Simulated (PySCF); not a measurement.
# Ionisation energy of Ba⁺ by level of theory

Ba⁺ [Xe] 6s1 (2S) → Ba²⁺ [Xe] (1S), as a difference of total energies. Calculation: PySCF 2.14, in def2-TZVP with the def2 core potential (46 electrons) (6s4p3d1f, 40 functions); a scalar-relativistic core potential. The calculations carry no spin-orbit coupling.

| method | ionisation energy (eV) |
| --- | --- |
| UHF | 9.345 |
| M06-L | 9.257 |
| TPSS | 9.792 |

For comparison: 10.004 eV (measured; NIST Atomic Spectra Database, ionization energies).
